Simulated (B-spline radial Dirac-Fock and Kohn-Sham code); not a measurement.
# X-ray scattering factor of Ho⁺

System: the Ho⁺ ion in the configuration [Xe] 4f10 5d1 6s1 (an excited configuration).

Level of theory: Dirac-Fock orbitals of the configuration average with a finite nucleus; a radial atomic solver. f₀ is the Fourier transform of the spherical electron density, S the Waller-Hartree incoherent function, and s = sin θ/λ. The electron scattering factor follows from the Mott-Bethe formula f_e = 0.023934 Å⁻¹·(Z − f₀)/s².

```
s (Å⁻¹)      f₀       S  f_e (Å)
      0  66.000   0.000        –
   0.05  64.998   1.263   19.170
    0.1  62.480   3.773   10.817
   0.15  59.276   6.390    8.216
    0.2  55.852   8.980    6.670
   0.25  52.401  11.442    5.591
    0.3  49.048  13.752    4.774
   0.35  45.890  15.930    4.124
    0.4  42.979  17.968    3.593
   0.45  40.324  19.848    3.153
    0.5  37.905  21.566    2.785
    0.6  33.660  24.609    2.217
    0.7  30.047  27.298    1.805
    0.8  26.956  29.757    1.498
    0.9  24.340  32.033    1.261
      1  22.164  34.154    1.073
    1.1  20.382  36.142    0.922
    1.2  18.932  38.007    0.799
    1.4  16.752  41.351    0.614
    1.6  15.124  44.148    0.485
    1.8  13.718  46.431    0.394
      2  12.391  48.302    0.327
    2.5   9.379  51.827    0.221
      3   7.178  54.399    0.159
    3.5   5.849  56.392    0.119
      4   5.082  57.973    0.093
      5   4.137  60.291    0.060
      6   3.324  61.843    0.042
```

f₀ starts at the number of electrons, 66, and has fallen to half at s ≈ 0.62 Å⁻¹. The sum of ⟨r²⟩ over the electrons is 57.25 bohr². For an ion f_e diverges as s goes to zero, because of the net charge.

Values without a named source are computed, but for edge energies of neutral atoms, which are taken from tables.
